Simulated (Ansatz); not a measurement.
Cost and result for the atomization energy of C2H8BNSi, SMILES `B[SiH](C)N=C` (13 atoms, 12 bonds).

```xyz
13

B     1.0266    0.3534    1.8595
Si   -0.0193    0.3128    0.1455
C    -1.8236   -0.1023    0.4232
N     0.6299   -0.8766   -0.9622
C     1.1639   -0.6077   -2.0672
H     2.0491   -0.2443    2.0226
H     0.6371    1.0295    2.7690
H     0.0861    1.6929   -0.4505
H    -2.2808    0.6127    1.1109
H    -2.3713   -0.0716   -0.5214
H    -1.9301   -1.1041    0.8446
H     1.5562   -1.4085   -2.7063
H     1.2762    0.4139   -2.4676
```

Total charge 0; spin multiplicity 1. The geometry is a stationary point of PBE0-D4/def2-TZVP. It is one conformer, not always the lowest. Program: Ansatz. All runs use 4 threads of an Arm Neoverse V2 on a shared host. Times are those of one run each, without the atoms' runs, and a repeat can differ threefold. Electronic energies, without spin–orbit coupling; frozen cores. CCSD(T)/CBS adds CCSD(T) − MP2 in def2-TZVPP to the MP2 limit, and its time is that of the two runs behind it. T1 = 0.012. B3LYP takes the VWN-RPA correlation (the form of Gaussian; ORCA's B3LYP/G).

CCSD(T)/CBS is a level of theory with its own doubt, some kJ/mol a heavy atom from the limit and from the frozen cores, so smaller differences don't rank the functionals.

| level | functions | wall time | atomization (kcal/mol) | difference from CCSD(T)/CBS | per bond |
| --- | --- | --- | --- | --- | --- |
| PBE-D4/def2-TZVPP (with forces) | 278 | 2.5 s | 1145.1 | 21.0 | 1.8 |
| PBE0-D4/def2-TZVPP | 278 | 2.6 s | 1129.4 | 5.3 | 0.4 |
| r2SCAN-D4/def2-TZVPP (with forces) | 278 | 4.1 s | 1128.5 | 4.4 | 0.4 |
| B3LYP-D4/def2-TZVPP (with forces) | 278 | 4.4 s | 1132.9 | 8.8 | 0.7 |
| B2PLYP/def2-TZVPP | 278 | 5.5 s | 1117.8 | -6.3 | -0.5 |
| ωB97X-V/def2-TZVPP | 278 | 7.5 s | 1132.2 | 8.1 | 0.7 |
| ωB97M-V/def2-TZVPP (with forces) | 278 | 11 s | 1131.3 | 7.2 | 0.6 |
| MP2/def2-QZVPP | 538 | 22 s | 1122.7 | -1.4 | -0.1 |
| CCSD(T)/def2-TZVPP | 278 | 2.4 min | 1096.3 | -27.8 | -2.3 |
| CCSD(T)/CBS(def2) | – | 2.8 min | 1124.1 | 0.0 | 0.0 |

In def2-TZVPP, CCSD(T) changes the Hartree–Fock value by +259.5 kcal/mol (the triples alone add +14.6 kcal/mol) and MP2 by +269.4 kcal/mol; breaking electron pairs costs correlation energy, which Hartree–Fock lacks. From PBE to PBE0 (25 % exact exchange), in def2-TZVPP and without D4, the atomization energy moves by −14.8 kcal/mol: exact exchange takes away binding that semilocal exchange gives to molecules. The D4 term adds +9.7 kcal/mol with B3LYP and +5.2 kcal/mol with PBE0; it sums over pairs of atoms, weighted by their polarisabilities, and B3LYP, whose exchange is more repulsive, gets the larger term.
